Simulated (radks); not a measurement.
The numbers below are computed, except where a source is named.
Task: Species: Co. Configuration: [Ar] 3d7 4s2. Level of theory: Dirac Kohn-Sham, B86b exchange with PBE correlation, spin-unpolarised, spherical densities, point nucleus; open shells are shared between the two j in proportion to 2j + 1 (a radial shooting solver on a logarithmic mesh with Libxc functionals). Some entries of the table are withheld. Estimate them.

| orbital | occ. | eigenvalue (eV) | r(max) (bohr) | <r> (bohr) |
|---|---|---|---|---|
| 1s1/2 | 2 | -7593.070 | 0.03677 | 0.05618 |
| 2s1/2 | 2 | -898.9435 | 0.2131 | 0.2552 |
| 2p1/2 | 2 | -779.7921 | (1) | 0.2228 |
| 2p3/2 | 4 | -764.9627 | (2) | 0.2259 |
| 3s1/2 | 2 | -102.4275 | 0.6685 | 0.7734 |
| 3p1/2 | 2 | -66.9006 | 0.6733 | (3) |
| 3p3/2 | 4 | -65.0465 | 0.6808 | (4) |
| 3d3/2 | 2.8 | -8.3423 | 0.6664 | 1.067 |
| 3d5/2 | 4.2 | -8.1501 | 0.6692 | 1.074 |
| 4s1/2 | 2 | -5.4973 | 2.318 | 2.888 |

Result: 
(1) 2p1/2 r(max) (bohr): 0.1702
(2) 2p3/2 r(max) (bohr): 0.1728
(3) 3p1/2 <r> (bohr): 0.8094
(4) 3p3/2 <r> (bohr): 0.8191
